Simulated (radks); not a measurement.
The numbers below are computed, except where a source is named.
Tl4+, 77 electrons, occupied as [Xe] 4f14 5d9 (the NIST ground configuration).

Code: a radial shooting solver on a logarithmic mesh with Libxc functionals. Model: Dirac Kohn-Sham, PBE, spin-unpolarised, spherical densities, finite nucleus; open shells fill j = l - 1/2 first; Fermi nuclear charge, rms radius 5.4759 fm.

Energy parts (hartree):
| part | energy |
|---|---|
| total | -20279.6101 |
| kinetic | 23478.5609 |
| electron-nucleus | -51096.2953 |
| Hartree | 7718.5597 |
| exchange-correlation | -380.4355 |

Orbitals (lengths in bohr, moments of r in powers of bohr; r(90%) holds 90 % of the orbital's charge):
| orbital | occ. | eigenvalue (hartree) | r(90%) |
|---|---|---|---|
| 1s1/2 | 2 | -3141.310 | 0.0299 |
| 2s1/2 | 2 | -560.2755 | 0.107 |
| 2p1/2 | 2 | -538.0804 | 0.0934 |
| 2p3/2 | 4 | -462.1771 | 0.105 |
| 3s1/2 | 2 | -135.0160 | 0.261 |
| 3p1/2 | 2 | -124.9605 | 0.252 |
| 3p3/2 | 4 | -108.0860 | 0.275 |
| 3d3/2 | 4 | -91.42111 | 0.248 |
| 3d5/2 | 6 | -87.81699 | 0.254 |
| 4s1/2 | 2 | -31.45220 | 0.562 |
| 4p1/2 | 2 | -27.11079 | 0.571 |
| 4p3/2 | 4 | -23.00794 | 0.619 |
| 4d3/2 | 4 | -15.90543 | 0.646 |
| 4d5/2 | 6 | -15.13973 | 0.662 |
| 4f5/2 | 6 | -5.97178 | 0.740 |
| 4f7/2 | 8 | -5.80260 | 0.750 |
| 5s1/2 | 2 | -6.48136 | 1.25 |
| 5p1/2 | 2 | -5.01820 | 1.35 |
| 5p3/2 | 4 | -4.26611 | 1.48 |
| 5d3/2 | 4 | -2.23528 | 1.91 |
| 5d5/2 | 5 | -2.14475 | 1.97 |

The highest occupied level is 5d5/2 at -58.362 eV. The electron density at the nucleus is 2.523e+06 e/bohr^3. For comparison, the ionisation energy in NIST's Atomic Spectra Database is 62.6 eV (measured). In exact Kohn-Sham theory the highest level is minus the ionisation energy, but local and semilocal functionals leave it too shallow, through self-interaction and a potential that decays too fast; potentials with the right tail come closer. Summed over all electrons, <r^2> = 33.96 bohr^2, which gives a Langevin (diamagnetic) susceptibility term of -26.9 x 10^-6 cm^3/mol.

Beside tabulated values, note that spin-unpolarised runs miss the spin-polarisation part of the exchange energy of open shells.
